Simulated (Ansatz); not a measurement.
Geometry optimisation, Ansatz, RKS CAM-B3LYP-D4/STO-3G.

Input file:

```yaml
crystal:
  periodic: [false, false, false]
  atoms:
    - { symbol: "N", position_ang: [1.6357, -1.8006, -1.0658] }
    - { symbol: C, position_ang: [0.6504, -1.2692, -0.0521] }
    - { symbol: Si, position_ang: [-0.5204, 0.0405, -0.789] }
    - { symbol: O, position_ang: [0.4105, 1.0683, -1.817] }
    - { symbol: Si, position_ang: [-1.4887, 1.1587, 0.9706] }
    - { symbol: S, position_ang: [-0.0297, 2.0707, 2.2883] }
    - { symbol: H, position_ang: [2.3043, -1.0263, -1.2731] }
    - { symbol: H, position_ang: [2.1634, -2.5166, -0.6989] }
    - { symbol: H, position_ang: [0.0643, -2.0883, 0.3676] }
    - { symbol: H, position_ang: [1.2346, -0.8599, 0.8088] }
    - { symbol: H, position_ang: [-1.5481, -0.6223, -1.5725] }
    - { symbol: H, position_ang: [0.7662, 0.6151, -2.5538] }
    - { symbol: H, position_ang: [-2.4411, 2.2743, 0.4947] }
    - { symbol: H, position_ang: [-2.3194, 0.2356, 1.8299] }
    - { symbol: H, position_ang: [-0.9038, 2.6694, 3.0915] }
basis:
  gaussian: { orbitals: STO-3G }
hamiltonian:
  xc: cam_b3lyp
  dispersion: d4
relax:
  f_tol: 0.02
  max_steps: 50
```

Command:

```bash
$ ansatz run input.yaml --threads 1 --pin off --max-ram 2048MiB --backend cpu --events-out ev --progress --plain --runs-dir out
```

**Question.** Where does it end, and by what steps?

**Answer.** It converged. Limits of this set-up: minimal basis. After 29 steps the energy has fallen by 1.072 eV; H7 moved furthest, 1.85 Å.

```
step  energy less start (eV)  largest force component (eV/Å)  accepted
   0                  0.0000                           4.830       yes
   2                 -0.7819                           0.723       yes
   4                 -0.8288                           0.088       yes
   6                 -0.8356                           0.170       yes
   8                 -0.8454                           0.318       yes
  10                 -0.8602                           0.735       yes
  12                 -0.9538                           0.468       yes
  14                 -1.0011                           0.294       yes
  16                 -1.0200                           0.201       yes
  18                 -1.0321                           0.083       yes
  20                 -1.0413                           0.186       yes
  22                 -1.0496                           0.236       yes
  24                 -1.0582                           0.099       yes
  26                 -1.0679                           0.160       yes
  28                 -1.0717                           0.057       yes
  29                 -1.0721                           0.018       yes
```

```xyz
15
Properties=species:S:1:pos:R:3
N 1.676 -0.676 -0.592
C 0.422 -1.447 -0.209
Si -0.937 -0.295 -0.857
O -0.179 0.377 -2.226
Si -1.333 1.197 0.801
S 0.559 1.549 1.712
H 1.850 0.011 0.188
H 2.495 -1.335 -0.543
H 0.437 -2.397 -0.758
H 0.379 -1.679 0.867
H -2.141 -0.999 -1.226
H 0.798 0.178 -1.959
H -1.902 2.440 0.342
H -2.249 0.677 1.789
H 0.103 2.348 2.700
```

The run took 2.1 min on 1 thread of Intel(R) Xeon(R) Platinum 8488C (Sapphire Rapids) (shared host), peak memory 0.21 GiB.
